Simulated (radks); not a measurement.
Hg29+, configuration [Kr] 4d10 4f5. Method: non-relativistic Kohn-Sham, PBE, spin-polarised, spherical densities, point nucleus; open shells are filled with parallel spins first (spin-orbit coupling, left out, can overturn this in heavy ions); relativity is left out, which matters for an element this heavy; computed with a radial shooting solver on a logarithmic mesh with Libxc functionals.

Unscreened Slater integrals over Kohn-Sham orbitals (hartree). They are taken over the spin-up orbitals.

\begin{tabular}{lr}
integral & value \\ \hline
F0(4f,4f) & 2.3062 \\
F2(4f,4f) & 1.2176 \\
F4(4f,4f) & 0.79352 \\
F6(4f,4f) & 0.58020 \\
F0(4f,4d) & 2.2178 \\
F2(4f,4d) & 1.1109 \\
F4(4f,4d) & 0.72226 \\
G1(4f,4d) & 1.1747 \\
G3(4f,4d) & 0.79865 \\
G5(4f,4d) & 0.58329 \\
F0(4f,4p) & 2.1999 \\
F2(4f,4p) & 1.1088 \\
G2(4f,4p) & 0.88247 \\
G4(4f,4p) & 0.64510 \\
F0(4f,4s) & 2.1984 \\
G3(4f,4s) & 0.73618 \\
F0(4d,4d) & 2.1715 \\
F2(4d,4d) & 1.1138 \\
F4(4d,4d) & 0.75605 \\
F0(4d,4p) & 2.1541 \\
F2(4d,4p) & 1.1116 \\
G1(4d,4p) & 1.3721 \\
G3(4d,4p) & 0.88026 \\
F0(4d,4s) & 2.1515 \\
G2(4d,4s) & 1.0552 \\
F0(4p,4p) & 2.1426 \\
F2(4p,4p) & 1.1259 \\
F0(4p,4s) & 2.1402 \\
G1(4p,4s) & 1.4526 \\
F0(4s,4s) & 2.1389 \\
\end{tabular}

Derived for the open shells (J is the average intra-shell exchange parameter used in DFT+U). 4f: F4/F2 = 0.652, F6/F2 = 0.476, J = (286 F2 + 195 F4 + 250 F6)/6435 = 0.1007 hartree.
